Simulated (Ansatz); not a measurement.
Calculated with Ansatz (gas phase, PBE0-D4/def2-TZVP geometries, no zero-point term in ΔE). CCSD(T)/CBS is the MP2 limit (def2-TZVPP, def2-QZVPP) plus CCSD(T) − MP2 in def2-TZVPP, frozen cores. Functionals use def2-TZVPP. B3LYP here is the variant with VWN-RPA as its local correlation; programs differ in this. For Se outer-core shells are correlated without core-valence functions, which leaves a few kJ/mol of doubt a bond. Scalar relativity is left out up to krypton. Each species was taken in one conformer, which may not be the lowest.

Consider the ligand exchange at a B–N bond: `CN[BH][AlH2]` + `C[SeH]` → `C[Se][BH][AlH2]` + CH₃NH₂.

| level | ΔE (kJ/mol) | difference from CCSD(T)/CBS |
| --- | --- | --- |
| PBE-D4 | 38.2 | 0.0 |
| r2SCAN-D4 | 38.1 | -0.1 |
| PBE0-D4 | 39.1 | 0.9 |
| B3LYP-D4 | 46.0 | 7.8 |
| ωB97X-V | 45.9 | 7.7 |
| ωB97M-V | 47.4 | 9.2 |
| B2PLYP | 46.3 | 8.1 |
| PBE | 40.8 | 2.6 |
| r2SCAN | 38.6 | 0.4 |
| PBE0 | 41.5 | 3.3 |
| B3LYP | 50.4 | 12.2 |
| HF/def2-TZVPP | 50.9 | 12.7 |
| MP2/def2-TZVPP | 38.9 | 0.7 |
| SCS-MP2/def2-TZVPP | 43.7 | 5.5 |
| CCSD/def2-TZVPP | 43.6 | 5.4 |
| CCSD(T)/def2-TZVPP | 41.4 | 3.2 |
| HF/def2-QZVPP | 51.5 | 13.3 |
| MP2/def2-QZVPP | 37.2 | -1.0 |
| SCS-MP2/def2-QZVPP | 42.2 | 4.0 |
| HF/CBS(def2) | 51.6 | 13.4 |
| MP2/CBS(def2) | 35.6 | -2.6 |
| CCSD/CBS(def2) | 40.4 | 2.2 |
| CCSD(T)/CBS | 38.2 | 0 |

Largest T1 diagnostic among the species: 0.014.

The D4 term adds −4.5 kJ/mol with B3LYP and −2.4 kJ/mol with PBE0; it sums over pairs of atoms, weighted by their polarisabilities, and B3LYP, whose exchange is more repulsive, gets the larger term. In def2-TZVPP, CCSD(T) changes the Hartree–Fock value by −9.5 kJ/mol (the triples alone add −2.2 kJ/mol) and MP2 by −12.0 kJ/mol.
